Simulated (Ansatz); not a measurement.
`C#C[Si](F)(F)F` and `C=C[Se][Si](F)(F)F` differ in one atom or group.

Ansatz, PBE0-D4/def2-TZVP geometries, multiplicity 1. Each molecule was computed in one conformer, which needn't be the lowest.

Scalar relativity is left out up to krypton. Spin–orbit coupling is left out; it splits and shifts lone-pair levels of the heavy atoms by tenths of an eV.

```csv
property,`C#C[Si](F)(F)F`
LUMO energy (B3LYP/def2-TZVPP) / eV,-1.04
HOMO energy (PBE0/def2-TZVPP) / eV,-9.30
LUMO energy (PBE0/def2-TZVPP) / eV,-0.82
LUMO energy (PBE/def2-TZVPP) / eV,-1.78
HOMO–LUMO gap (PBE0/def2-TZVPP) / eV,8.48
HOMO energy (ωB97M-V/def2-TZVPP) / eV,-11.58
```

Task: Give the same properties after the change, and the shifts. (Estimate.)

Result: Computed: 
```tsv
property	`C=C[Se][Si](F)(F)F`	shift
LUMO energy (B3LYP/def2-TZVPP) / eV	-1.19	-0.15
HOMO energy (PBE0/def2-TZVPP) / eV	-7.55	1.75
LUMO energy (PBE0/def2-TZVPP) / eV	-0.97	-0.15
LUMO energy (PBE/def2-TZVPP) / eV	-1.96	-0.18
HOMO–LUMO gap (PBE0/def2-TZVPP) / eV	6.57	-1.91
HOMO energy (ωB97M-V/def2-TZVPP) / eV	-9.72	1.86
```

With PBE0 the HOMO rises by 1.75 eV and the LUMO falls by 0.15 eV, so the gap narrows by about 1.90 eV. PBE moves the HOMO by 1.66 eV and ωB97M-V by 1.86 eV.

B3LYP here is the variant with VWN-RPA as its local correlation; programs differ in this.
